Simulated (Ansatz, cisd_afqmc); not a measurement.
System: Ge, charge 0, triplet.

Total energies in def2-TZVPP, 4 correlated electrons, 14 frozen orbitals. Open shells are spin-unrestricted; no spin-orbit coupling. Cores are frozen in correlated methods (noble-gas shells, and filled d and f shells in the p block). No relativity. AFQMC/CISD: phaseless, guided by CISD from CCSD amplitudes; bars are statistical, one sigma. Outlying blocks are dropped, and bars are widened where a walk drifts. Over all cases where full CI ran beside it in this data, AFQMC minus full CI had a median of +0.1 mEh and passed +0.4 mEh in a tenth of the cases.

```json
[
 {"method": "HF", "program": "Ansatz", "energy (Eh)": "-2075.32100", "minus CCSDTQ (mEh)": "67.13"},
 {"method": "MP2", "program": "Ansatz", "energy (Eh)": "-2075.37094", "minus CCSDTQ (mEh)": "17.20"},
 {"method": "CCSD", "program": "Ansatz", "energy (Eh)": "-2075.38578", "minus CCSDTQ (mEh)": "2.35"},
 {"method": "CCSD(T)", "program": "Ansatz", "energy (Eh)": "-2075.38759", "minus CCSDTQ (mEh)": "0.54"},
 {"method": "CCSDT(Q)", "program": "Ansatz", "energy (Eh)": "-2075.38813", "minus CCSDTQ (mEh)": "0.01"},
 {"method": "CCSDTQ", "program": "Ansatz", "energy (Eh)": "-2075.38814", "minus CCSDTQ (mEh)": "0.00"},
 {"method": "AFQMC/CISD", "program": "cisd_afqmc", "energy (Eh)": "-2075.3879 ± 0.0001", "minus CCSDTQ (mEh)": "0.2 ± 0.1"}
]
```

Ansatz is a program for electronic structure.
